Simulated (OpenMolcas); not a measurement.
## Fe4+, Ru4+, Os4+: d4 down the group

- Program: OpenMolcas
- Method: SS-CASPT2, IPEA 0.25 Eh, imaginary shift 0.1 Eh
- Basis: ANO-RCC-VTZP
- Scalar Hamiltonian: DKH2, point nucleus
- Spin-orbit coupling: state interaction with AMFI integrals over the reference wave functions, term energies averaged over their components

Active space for each ion: 4 electrons in 5 orbitals (d); closed shells correlated by CASPT2: Fe4+ 3s 3p; Ru4+ 4s 4p; Os4+ 5s 5p.

Computed levels in cm-1 above 5D0:

| Level | Fe4+ | Ru4+ | Os4+ |
| --- | --- | --- | --- |
| 5D1 | 154 | 490 | 4340 |
| 5D2 | 452 | 1308 | 8190 |
| 5D3 | 876 | 2330 | 11190 |
| 5D4 | 1411 | 3470 | 13230 |
| 3P0(1) | 24580 | 16730 | 19050 |
| 3H4 | 25410 | 18180 | 21290 |
| 3P1(1) | 25500 | 19150 | 25690 |
| 3H5 | 25740 | 19340 | 26370 |
| 3H6 | 26110 | 20310 | 28700 |
| weight of 5D in the lowest level (%) | 100 | 97 | 64 |

Mixed levels, with the weight of the term that names them: Os4+ 5D0 (64 %), Os4+ 5D4 (70 %), Os4+ 3P0(1) (52 %), Os4+ 3H4 (57 %).

Measured, with the error of the calculation in %. Measured levels: Fe4+ from Corliss and Sugar, J. Phys. Chem. Ref. Data 11, 135 (1982); Os4+ from the list in Palmeri et al., Atoms 14, 22 (2026).

```
 Level          Fe4+          Os4+
   5D1    142 (+8.4)   4311 (+0.7)
   5D2    417 (+8.2)   8083 (+1.3)
   5D3    803 (+9.1)  11018 (+1.6)
   5D4  1283 (+10.0)  12966 (+2.1)
3P0(1)  24055 (+2.2)              
   3H4  24932 (+1.9)  20374 (+4.5)
3P1(1)  24973 (+2.1)  24680 (+4.1)
   3H5  25226 (+2.0)  25344 (+4.0)
   3H6  25528 (+2.3)  27669 (+3.7)
```

The fine-structure level 5D4 changes by a factor of 9.38 from Fe4+ to Os4+.

Without spin-orbit coupling 3P(1) lies 25380, 18330, 16240 cm-1 above 5D in that order; the difference to the level 3P0(1), of either sign, comes from spin-orbit coupling, which also lowers the zero.

CASPT2 breaks the degeneracy within a term, and the mean is taken; among the terms shown or strongly mixed into the levels shown the widest spread is 110 cm-1 (5d4 3F(1), Os4+). Computed and measured levels are paired by configuration, term and J; levels that our copy of the source lacks, or whose pairing is in doubt (as where it misses far off the trend of its configuration), stay unpaired and out of the deviations. Only configurations of the active space appear.

A number in round brackets counts repeated terms of one configuration in the order of the reference energies.
